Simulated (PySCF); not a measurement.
# Stationary points of BrTeN

Level of theory: PBE0/[Te def2-TZVP with ECP28, N def2-TZVP, Br def2-TZVP], scalar-relativistic core potentials, density fitting, no spin–orbit coupling, PySCF.

Relaxations began from a few typed shapes. The search is not exhaustive: other isomers or separated fragments can lie lower, and high-lying points may rest on an excited occupation.

```csv
spin,group,bonds,angles,imaginary modes (cm⁻¹),ΔE (kJ/mol),ΔE with ZPE (kJ/mol)
singlet,Cs,"Te–Br 2.575 Å, Te–N 1.798 Å",Br–Te–N 111.7°,none,0.0,0.0
singlet,C∞v,"Te–Br 2.786 Å, Te–N 1.807 Å",Br–Te–N 180.0°,"214i, 214i",112.2,–
```

The lowest minimum found is the singlet Cs: Te–Br 2.575 Å, Te–N 1.798 Å; Br–Te–N 111.7°.

Counting electrons, tellurium keeps 2 of its valence electrons outside its bonds, so the VSEPR class is AX2E1 and the expected shape is bent; with unlike ligands the computed point group is Cs.
